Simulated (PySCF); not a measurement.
**Nb(3+): interval between two levels**

Nb(3+) [Kr] 4d2 [3F4, M_J = 4] → Nb(3+) [Kr] 4d1 5s1 [3D3, M_J = 3], as a difference of total energies. Computed with PySCF 2.14 in x2c-TZVPall-2c with one added diffuse shell each of s, p, d type (9s10p8d1f, 86 functions), with the two-component X2C-1e Hamiltonian. Correlated levels: [Ar] 3d10 frozen; the 6 highest virtual spinors dropped. "Screened" scales the spin-orbit matrix elements by Boettger's factors to mimic the two-electron term; Breit and QED terms are absent.

```json
{"method": "GHF (spin-free)", "interval between two levels (cm⁻¹)": "54328"}
{"method": "GMP2 (spin-free)", "interval between two levels (cm⁻¹)": "51159"}
{"method": "GHF (screened spin-orbit)", "interval between two levels (cm⁻¹)": "54057"}
{"method": "GMP2 (screened spin-orbit)", "interval between two levels (cm⁻¹)": "50886"}
```

The labels give the starting determinants; with spin-orbit coupling the two ends relaxed to ⟨J²⟩ = 20.01, ⟨L²⟩ = 12.03, ⟨S²⟩ = 2.00 and ⟨J²⟩ = 12.01, ⟨L²⟩ = 6.01, ⟨S²⟩ = 2.01.
